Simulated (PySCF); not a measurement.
Vertical excitations of a molecule C₅H₇F from TDA-PBE0/def2-SVPD in PySCF, as energy in eV (oscillator strength): 6.92 (0.066), 7.15 (0.037), 7.19 (0.122), 7.48 (0.002), 7.51 (0.024), 7.88 (0.151), 8.31 (0.002), 8.37 (0.014), 8.57 (0.023), 8.61 (0.089). Lowest triplet (TDA): 4.17 eV. The structure is a stationary point at B3LYP-D3(BJ)/def2-SVP. The values are those of a single conformer.

**Question.** Which molecule gave these data?
A. C#CC(C)(C)F
B. CC1=CC[C@@H]1F
C. C=C1CC[C@@H]1F
D. FC1=CCCC1

**Answer.** B, CC1=CC[C@@H]1F
